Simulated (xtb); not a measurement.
C₂H₆Zn, charge -1, doublet, at a GFN2-xTB geometry (such geometries of metal compounds can be far from the true shape) (a state made from the parent by changing its charge; the spin is typed, not shown lowest). Base run: xtb with GFN2-xTB.

Geometry (Å):
```xyz
9

Zn     0.1776    -0.4909     0.1323
C      1.3215     0.9702    -1.4735
H      2.3127     0.6517    -1.8283
H      1.4576     1.9670    -1.0336
H      0.7045     1.1106    -2.3717
C     -1.8560     0.5105     1.0739
H     -2.7699    -0.0888     0.9490
H     -2.0402     1.4649     0.5660
H     -1.7857     0.7389     2.1475
```
Charge -1, spin multiplicity 2.
All else is at xtb's defaults.
Base energy -7.95068 Eh.

Variants of this job, named by their change:

```tsv
change	ΔE vs base (kJ/mol)	G_solv (kcal/mol)	SCF cycles
base	0.00	-	11
alpb = ch2cl2	-213.5	-51.19	11
acc = 0.0001	0.00	-	17
alpb = hexane	-138.3	-33.15	11
file = coord	0.00	-	11
alpb = benzene	-198.5	-47.54	11
```

ALPB and GBSA are two models with their own fitted parameters for each solvent, which aren't always the measured dielectric constant.
